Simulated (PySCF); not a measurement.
Solvent effects on NMR parameters

Cartesian coordinates in Å; atom numbers follow the order of the lines, from 1:
```xyz
17

C     2.645   -0.101   -0.370
N     1.629    0.527    0.421
C     0.288    0.276    0.254
C    -0.203   -0.470   -0.834
C    -1.572   -0.680   -0.984
C    -2.485   -0.171   -0.065
C    -2.003    0.564    1.021
C    -0.643    0.786    1.182
H     3.632    0.237   -0.026
H     2.624   -1.208   -0.316
H     2.557    0.179   -1.434
H     1.903    0.865    1.332
H     0.488   -0.887   -1.568
H    -1.926   -1.261   -1.840
H    -3.555   -0.343   -0.189
H    -2.700    0.972    1.758
H    -0.280    1.368    2.034
```

GIAO PBE0/pcSseg-1 in PySCF on one PBE0-D3(BJ)/def2-SVP conformer, non-relativistic, equivalent nuclei averaged. Solvents enter as an IEF-PCM continuum (benzene with ε = 2.3, chloroform with ε = 4.7) around the gas-phase geometry. Shifts are referred to TMS computed in the same medium.

Gas phase, δ in ppm: C3 152.0, C5/C7 135.0, C6 120.8, C4/C8 114.1, C1 30.1, H14/H16 7.24, H15 6.70, H13/H17 6.41, H12 2.93, H9/H10/H11 2.76. Dipole moment 2.07 D.

(1) How does each δ change in the continuum?

(2) Which nuclei move most (in ppm), and what does the model miss?

Results:

(1) 
```tsv
atoms	environment	Δδ, benzene	Δδ, chloroform
C3	aromatic carbon bearing nitrogen	+1.2	+1.8
C5/C7	aromatic CH	+0.5	+0.8
C6	aromatic CH	-0.3	-0.5
C4/C8	aromatic CH	+0.5	+0.9
C1	methyl carbon bonded to N	+0.2	+0.3
H14/H16	hydrogen on an aromatic CH	+0.06	+0.11
H15	hydrogen on an aromatic CH	+0.02	+0.04
H13/H17	hydrogen on an aromatic CH	+0.11	+0.18
H12	hydrogen on an aniline-type nitrogen	+0.35	+0.56
H9/H10/H11	hydrogen on a methyl carbon bonded to N	+0.03	+0.05
```

Changes are relative to the gas phase. The dipole moment becomes 2.39 D in benzene, 2.58 D in chloroform.

(2) C3 (aromatic carbon bearing nitrogen, +1.8 ppm) in chloroform. A continuum only polarises the solute; specific hydrogen bonds, the anisotropy of aromatic solvents and changes of geometry or conformer are outside it.
